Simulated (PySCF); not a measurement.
HO₄S, SMILES [O]S(O)(=O)=O, multiplicity 2. Atoms are numbered in the order given.

```xyz
6

O      0.7231    -0.5733    -1.2073
S     -0.0382    -0.0988     0.0000
O      0.7231    -0.5733     1.2073
O     -1.4787    -0.4200     0.0000
O     -0.0077     1.5365     0.0000
H      0.9328     1.8211     0.0000
```
Charge 0, spin multiplicity 2.

The structure is a stationary point at PBE-D3(BJ)/def2-SVP. The isomer is the one that the SMILES or the coordinates give; other isomers of the formula were not compared. Other conformers were not sampled.

Calculation: PBE-D3(BJ)/def2-SVP (PySCF 2.14.0).

Frequencies are harmonic and unscaled.

Estimate the vibrational spectrum. (Estimate from the structure and the level; the computed values follow.)


| mode | ν (cm⁻¹) | IR (km/mol) | moving atoms (share of kinetic energy) |
|---|---|---|---|
| 1 | 172 | 55.3 | H 59 %, O 41 % |
| 2 | 192 | 0.1 | O 80 %, S 19 % |
| 3 | 328 | 27.3 | O 55 %, H 33 %, S 12 % |
| 4 | 390 | 9.6 | O 77 %, S 13 %, H 10 % |
| 5 | 406 | 28.5 | O 75 %, S 23 % |
| 6 | 491 | 28.3 | O 81 %, S 18 % |
| 7 | 780 | 140.8 | O 75 %, S 25 % |
| 8 | 954 | 0.4 | O 68 %, S 32 % |
| 9 | 1009 | 125.1 | O 73 %, S 27 % |
| 10 | 1073 | 57.3 | O 60 %, H 23 %, S 17 % |
| 11 | 1107 | 32.3 | H 65 %, O 19 %, S 16 % |
| 12 | 3641 | 121.1 | H 94 % |
